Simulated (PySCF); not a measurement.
Spectrum to structure. Method used: PySCF, TDDFT CAM-B3LYP/def2-SVPD, vertical, gas phase, core orbitals frozen in the response. Geometries: PBE0-D3(BJ)/def2-SVP, one conformer each. Relativistic effects are left out although some hold elements past zinc.

```json
{"state": "S1", "E (eV)": "5.65", "f": "0.042"}
{"state": "S2", "E (eV)": "5.77", "f": "0.062"}
{"state": "S3", "E (eV)": "6.28", "f": "0.080"}
{"state": "S4", "E (eV)": "6.31", "f": "0.101"}
{"state": "S5", "E (eV)": "6.34", "f": "0.017"}
{"state": "S6", "E (eV)": "6.81", "f": "0.109"}
{"state": "S7", "E (eV)": "7.06", "f": "0.011"}
{"state": "S8", "E (eV)": "7.13", "f": "0.062"}
{"state": "S9", "E (eV)": "7.23", "f": "0.066"}
{"state": "S10", "E (eV)": "7.29", "f": "0.0050"}
```

Triplets computed (Tamm–Dancoff): 3.94, 5.23, 5.73, 6.09 eV.

Orbital energies (eV): HOMO-3 -10.53, HOMO-2 -8.79, HOMO-1 -8.23, HOMO -7.75, LUMO 0.30, LUMO+1 1.30, LUMO+2 1.70.

Question: Which structure fits? All have the formula C5H14GaN.
A. `CC/C=[C](\C)[GaH2-][NH3+]`
B. `C=CC[N+](C)(C)[GaH3-]`
C. `CC[C@@H]1C[C@H]1[GaH2-][NH3+]`
D. `C[N+](C)([GaH3-])C1CC1`

Answer: A. Its S1, at 5.65 eV, is the lowest among the candidates; the nearest of the others has S1 at 5.92 eV. S1 is HOMO-1→LUMO (39%), HOMO-1→LUMO+1 (22%), HOMO→LUMO (20%). Löwdin shares by element: HOMO carbon 81% or more (atoms not listed hold the other 19%); LUMO gallium 32%, hydrogen 26% or more, nitrogen 13% (atoms not listed hold the other 29%). At the same level the other candidates give, for their lowest levels:
- `CC[C@@H]1C[C@H]1[GaH2-][NH3+]`: 5.92 eV (f 0.015); 6.39 eV (f 0.018); 6.81 eV (f 0.017); 7.03 eV (f 0.032); 7.15 eV (f 0.029); T1 5.79 eV; HOMO -8.05, LUMO 0.35 eV
- `C[N+](C)([GaH3-])C1CC1`: 6.97 eV (f 0.001); 6.99 eV (f 0.002); 7.28 eV (f 0.115); 7.33 eV (f 0.126); 7.95 eV (f 0.001); T1 6.52 eV; HOMO -8.84, LUMO 0.98 eV
- `C=CC[N+](C)(C)[GaH3-]`: 6.76 eV (f 0.007); 6.78 eV (f 0.007); 6.98 eV (f 0.034); 7.27 eV (f 0.102); 7.27 eV (f 0.109); T1 4.33 eV; HOMO -8.81, LUMO 0.53 eV

Shape of the structure used: `[CH3:1][CH2:2]/[CH:3]=[C:4](\[CH3:5])[GaH2-:6][NH3+:7]`: C1–C2–C3–C4 -174°, C3–C4–Ga6–N7 100°.
